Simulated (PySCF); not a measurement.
C8H10O.
SMILES with atom numbers: `[CH:1]#[C:2][C@@H:3]1[CH2:4][CH2:5][CH2:6][C@@H:7]2[O:8][C@H:9]12` (hydrogens: H10 on C1; H11 on C3; H12, H13 on C4; H14, H15 on C5; H16, H17 on C6; H18 on C7; H19 on C9)

Geometry (PBE0-D3(BJ)/def2-SVP, Å), atoms numbered from 1 in this order:
```
atom  x, y, z in Å
C1     3.5980    0.2411   -0.1577
C2     2.3965    0.2948   -0.2966
C3     0.9458    0.3531   -0.4626
C4     0.2731    1.2522    0.5844
C5    -1.2391    1.2325    0.4130
C6    -1.8340   -0.1511    0.6654
C7    -1.0064   -1.2706    0.0773
O8     0.1558   -1.6343    0.8060
C9     0.3445   -1.0418   -0.4537
H10    4.6634    0.1911   -0.0297
H11    0.7413    0.7755   -1.4652
H12    0.6666    2.2744    0.4826
H13    0.5533    0.8936    1.5877
H14   -1.7083    1.9697    1.0830
H15   -1.4819    1.5528   -0.6160
H16   -1.9158   -0.3412    1.7491
H17   -2.8576   -0.2052    0.2627
H18   -1.5656   -2.1319   -0.3140
H19    0.7354   -1.7157   -1.2290
```

Method used: TDDFT B3LYP/def2-SVPD, vertical, gas phase, core orbitals frozen in the response (PySCF).

Kohn–Sham orbitals with the atoms that hold most of them (Löwdin shares over 4%, at most four atoms; ? is withheld):

```
orbital  ε (eV)                           atoms
 HOMO-3   -8.37   O8 22%, C7 20%, C9 20%, C6 9%
 HOMO-2   -7.76   O8 39%, C2 14%, C1 14%, C7 8%
 HOMO-1   -7.50    C1 40%, C2 37%, C3 6%, C4 4%
   HOMO   -7.40                               ?
   LUMO    0.30                               ?
 LUMO+1    0.74   C2 18%, C1 18%, H11 8%, C3 7%
 LUMO+2    0.80  C1 30%, C2 26%, H10 10%, C3 7%
```

**Question.** Give the leading atoms of the HOMO.

**Answer.** C1 (bonded to C and H) 27%; O8 (bonded to 2 C) 24%; C2 (bonded to 2 C) 24%; C3 (bonded to 3 C and H) 7%. By element: carbon 58% or more, oxygen 24%.

**Question.** Which atoms hold the LUMO, and with what shares?

**Answer.** C5 (bonded to 2 C and 2 H) 11%; H11 (bonded to C) 9%; H15 (bonded to C) 9%; C6 (bonded to 2 C and 2 H) 7%. By element: carbon 18% or more, hydrogen 18% or more.

**Question.** The HOMO–LUMO gap is 7.70 eV. Where does the response calculation put the lowest singlet, and from which orbitals?

**Answer.** S1 is at 6.53 eV (f = 0.0003), 1.16 eV below the gap, made of HOMO-1→LUMO+1 (30%), HOMO→LUMO+2 (27%), HOMO-1→LUMO (11%). Its leading pair isn't HOMO and LUMO; the energies of that pair differ by 8.24 eV. Without the coupling terms of the response equations the lowest excitation would equal the gap.

Next come S2 at 6.68 eV (f 0.0049), HOMO-1→LUMO+2 (28%), HOMO→LUMO+1 (20%), HOMO→LUMO (14%); S3 at 6.70 eV (f 0.0010), HOMO→LUMO+2 (29%), HOMO-1→LUMO+1 (20%), HOMO-1→LUMO (10%); S4 at 7.00 eV (f 0.020), HOMO→LUMO (66%), HOMO-2→LUMO (8%); S5 at 7.15 eV (f 0.013), HOMO-1→LUMO (63%), HOMO-1→LUMO+1 (13%), HOMO-1→LUMO+3 (13%).

Löwdin shares depend on the basis, the more so with diffuse functions.

One conformer stands for the species.
